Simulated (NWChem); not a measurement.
# C4H4F2; SMILES C(/C=C\F)=C/F

```xyz
10

F     -0.4188     2.4753     0.0000
C      0.6742     1.7162     0.0000
C      0.6161     0.3804     0.0000
C     -0.6161    -0.3804     0.0000
C     -0.6742    -1.7162     0.0000
F      0.4188    -2.4753     0.0000
H      1.5977     2.3009     0.0000
H      1.5660    -0.1583     0.0000
H     -1.5660     0.1583     0.0000
H     -1.5977    -2.3009     0.0000
```
Atoms are numbered in this order, from 1.

Structure relaxed at the PBE0/def2-SVP level.

**Question.** Give the principal values of the shielding tensors (ppm) of F1, C2, C3 from B3LYP/6-31G* (spherical d), GIAO (NWChem), with their diamagnetic and paramagnetic parts as GIAO splits them.

**Answer.** 
| atom | σ11 | σ22 | σ33 | isotropic | diamagnetic | paramagnetic |
|---|---|---|---|---|---|---|
| F1 | 213.9 | 269.4 | 430.9 | 304.7 | 474.4 | -169.7 |
| C2 | -24.8 | 77.0 | 93.7 | 48.7 | 253.0 | -204.3 |
| C3 | -3.9 | 107.9 | 169.4 | 91.1 | 256.9 | -165.8 |
